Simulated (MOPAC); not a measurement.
Job for MOPAC: AM1 on BF2HSe (SMILES FB(F)[SeH]), a point of a torsion scan.

```
AM1 1SCF PRECISE CHARGE=0 THREADS=1
BF2HSe

F     -1.18510049 1     1.17749404 1     0.13209063 1
B     -0.68396552 1    -0.03574382 1     0.17811468 1
F     -1.42947705 1    -0.98834408 1    -0.32850825 1
Se     1.11794852 1    -0.37766254 1     0.71576221 1
H      1.24227085 1     0.75309181 1     1.59987559 1
```

It printed:

```
*******************************************************************************
 **                                                                           **
 **                              MOPAC v23.2.5                                **
 **                                                                           **
 *******************************************************************************
 ** MOPAC's Digital Object Identifier: https://doi.org/10.5281/zenodo.6511958 **
 **                                                                           **
 ** Please cite the open-source release paper for use of this MOPAC version:  **
 ** J. E. Moussa and J. J. P. Stewart (2026)                                  **
 ** MOPAC: An open-source semiempirical molecular orbital program             **
 ** J. Open Source Softw., 11(119), 8025, https://doi.org/10.21105/joss.08025 **
 *******************************************************************************

                              AM1 CALCULATION RESULTS

 *******************************************************************************
 *  AM1        - The AM1 Hamiltonian to be used
 *
 *
 *
 *                 CHARGE ON SYSTEM = 0
 *
 *
 *
 *  PRECISE    - TIGHTER CRITERIA TO BE USED
 *  1SCF       - DO 1 SCF AND THEN STOP
 *  THREADS=1  - MULTI-THREADING NOT USED
 *  T=         - A TIME OF 172800.0 SECONDS REQUESTED
 *  DUMP=N     - RESTART FILE WRITTEN EVERY 7200.0 SECONDS REQUESTED
 *******************************************************************************
AM1 1SCF PRECISE CHARGE=0 THREADS=1
 BF2HSe

   ATOM   CHEMICAL          X               Y               Z
  NUMBER   SYMBOL      (ANGSTROMS)     (ANGSTROMS)     (ANGSTROMS)

     1       F         -1.18510049  *   1.17749404  *   0.13209063  *
     2       B         -0.68396552  *  -0.03574382  *   0.17811468  *
     3       F         -1.42947705  *  -0.98834408  *  -0.32850825  *
     4      Se          1.11794852  *  -0.37766254  *   0.71576221  *
     5       H          1.24227085  *   0.75309181  *   1.59987559  *



          CARTESIAN COORDINATES

    NO.       ATOM           X           Y           Z

     1         F         -1.1851      1.1775      0.1321
     2         B         -0.6840     -0.0357      0.1781
     3         F         -1.4295     -0.9883     -0.3285
     4        Se          1.1179     -0.3777      0.7158
     5         H          1.2423      0.7531      1.5999

  H: (AM1): M.J.S. DEWAR ET AL, J. AM. CHEM. SOC. 107 3902-3909 (1985)
  B: (AM1): M.J.S. DEWAR ET AL, ORGANOMETALLICS, 7, 513-521 (1988)
  F: (AM1): M.J.S. DEWAR AND E. G. ZOEBISCH, THEOCHEM, 180, 1 (1988).
 Se: (AM1): J. J. P. STEWART, J. MOL. MOD., 10, 155-164 (2004)

           Empirical Formula: H F2 B Se  =     5 atoms



      MOLECULAR POINT GROUP   :   C1


      RHF CALCULATION, NO. OF DOUBLY OCCUPIED LEVELS = 12


 -------------------------------------------------------------------------------
 AM1 1SCF PRECISE CHARGE=0 THREADS=1
 BF2HSe



     1SCF WAS SPECIFIED, SO BFGS WAS NOT USED
     SCF FIELD WAS ACHIEVED


                              AM1 CALCULATION
                                                       MOPAC v23.2.5 Linux




          FINAL HEAT OF FORMATION =       -168.65135 KCAL/MOL =    -705.63724 KJ/MOL


          COSMO AREA              =        100.98 SQUARE ANGSTROMS
          COSMO VOLUME            =         85.47 CUBIC ANGSTROMS

          IONIZATION POTENTIAL    =          8.364359 EV
          HOMO LUMO ENERGIES (EV) =         -8.364 -0.863
          NO. OF FILLED LEVELS    =         12
          MOLECULAR WEIGHT        =        128.7747         POINT GROUP:  C1

          MOLECULAR DIMENSIONS (Angstroms)

            Atom       Atom       Distance
            H     5    F     3     3.72686
           Se     4    F     1     2.56110
            F     3    F     1     0.36266


          SCF CALCULATIONS        =          1





   ATOM   CHEMICAL          X               Y               Z
  NUMBER   SYMBOL      (ANGSTROMS)     (ANGSTROMS)     (ANGSTROMS)

     1       F         -1.18510049  *   1.17749404  *   0.13209063  *
     2       B         -0.68396552  *  -0.03574382  *   0.17811468  *
     3       F         -1.42947705  *  -0.98834408  *  -0.32850825  *
     4      Se          1.11794852  *  -0.37766254  *   0.71576221  *
     5       H          1.24227085  *   0.75309181  *   1.59987559  *

                             CARTESIAN COORDINATES

   1    F       -1.185100490     1.177494040     0.132090630
   2    B       -0.683965520    -0.035743820     0.178114680
   3    F       -1.429477050    -0.988344080    -0.328508250
   4   Se        1.117948520    -0.377662540     0.715762210
   5    H        1.242270850     0.753091810     1.599875590


           Empirical Formula: H F2 B Se  =     5 atoms



      MOLECULAR POINT GROUP   :   C1


                  EIGENVALUES
 -51.01593 -49.88361 -22.94655 -20.04862 -17.68341 -17.17949 -16.88394 -14.75962
 -14.62423 -12.70484 -11.10139  -8.36436  -0.86343   0.25387   1.57593   5.14818
   6.38063


              NET ATOMIC CHARGES AND DIPOLE CONTRIBUTIONS

  ATOM NO.   TYPE          CHARGE      No. of ELECS.   s-Pop       p-Pop
    1          F          -0.152651        7.1527     1.88092     5.27174
    2          B           0.170393        2.8296     1.16066     1.66894
    3          F          -0.140679        7.1407     1.87978     5.26090
    4         Se           0.147878        5.8521     1.95665     3.89547
    5          H          -0.024942        1.0249     1.02494
 DIPOLE           X         Y         Z       TOTAL
 POINT-CHG.     1.920    -0.583     0.588     2.091
 HYBRID        -0.974     0.828     0.172     1.290
 SUM            0.946     0.245     0.760     1.238


          ATOMIC ORBITAL ELECTRON POPULATIONS

     Atom    s        px        py        pz
    1  F   1.88092   1.86812   1.54395   1.85967
    2  B   1.16066   0.66056   0.57323   0.43516
    3  F   1.87978   1.77684   1.69716   1.78690
    4 Se   1.95665   1.06299   1.28373   1.54875
    5  H   1.02494

 **********************
 *                    *
 * JOB ENDED NORMALLY *
 *                    *
 **********************




 == MOPAC DONE ==
```

The run finished.

Cost: about 0.020 core-seconds (a rough figure).
